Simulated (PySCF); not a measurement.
## Correlation energy of Ge(2+) (germanium, charge +2)

[Ar] 3d10 4s2, closed-shell 1S. Calculation: PySCF 2.14, in def2-TZVP; the non-relativistic Hamiltonian (point nucleus). Frozen: [Ar] 3d10; 2 electrons correlated.

Total MP2 correlation energy: -28.84 mhartree.

Same-spin part 0.00 and opposite-spin part -28.84 mhartree; SCS-MP2 scales them by 1/3 and 6/5 to -34.61 mhartree.

With two correlated electrons CCSD is exact within the correlated space (frozen core and kept virtual orbitals).

```json
{"level": "CCSD", "correlation energy (mhartree)": "-40.10"}
```

Diagnostics: T1 = 0.0046, D1 = 0.0065, largest double amplitude 0.104.

Cost of the coupled-cluster step: 0.15 s of wall time on 1 thread of Neoverse-V1 (shared host), for 2 correlated electrons.
